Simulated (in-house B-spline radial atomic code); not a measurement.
RPA and G0W0 on Hartree-Fock: F7+

Configuration 1s2, mean-field start Hartree-Fock. Computed with an all-electron radial atomic-structure program (B-spline basis): all electrons, non-relativistic, point nucleus, each spin shell either full or empty, empty states to l = 9 with an (l + 1/2)⁻⁴ tail; G0W0 by contour deformation at full frequency.

Relativity, left out, deepens the 1s level by about Z⁴α²/8 hartree.

Command:
```bash
python run_gw.py task.json out
```
Settings (radii: box in bohr, nucleus in fm):
```
Z                        9
electrons                2
configuration            1s2
hamiltonian              nr
method                   hf
lmax                     9
spin_polarised           False
box_radius               8.41
intervals                44
ion_configuration        1s1
```

Run time, properties included: 0.9 s on 1 thread of Arm Neoverse N1, on a shared host.

Energies (hartree):

```csv
term,value
mean-field total,-75.48613
Hartree-Fock functional on these orbitals,-75.48613
direct second order,-0.08875
second-order exchange,0.044376
SOSEX correction,0.043191
```

(1) What is the RPA correlation energy, and what remains with SOSEX?

Quasi-particle levels (eV):

```json
{"level": "1s", "occupied": "yes", "mean field": "-953.53", "Σx - vxc": "0.00", "Σc": "?", "QP weight": "?", "G0W0": "?"}
{"level": "2s", "occupied": "no", "mean field": "-184.85", "Σx - vxc": "0.00", "Σc": "-0.19", "QP weight": "1.000", "G0W0": "-185.04"}
```

G0W0 = mean field + (Σx - vxc) + Σc, with Σc (partial-wave tail included) taken at the quasi-particle energy.

(2) Where does G0W0 put 1s?

(3) What does it cost to remove one electron (to 1s1) by differences of total energies, each species on its own start (correlation terms add to the Hartree-Fock functional)?

## Answers

(1) RPA gives -0.08638 hartree (-1.18 eV per electron); RPA + SOSEX gives -0.043189, and the second-order doubles (MP2) -0.044374 hartree. SOSEX takes back 50 % of the RPA value, the self-correlation of each of the two electrons.

(2) At -953.16 eV, with Σc = 0.37 eV and a quasi-particle weight of 0.997. The tabulated removal energy is 953.898 eV (NIST, tabulated theory).

(3) Hartree-Fock functional 952.02 eV, + RPA 953.78 eV, + RPA + SOSEX 953.20 eV, + second order 953.23 eV. Tabulated: 953.898 eV (NIST, tabulated theory).
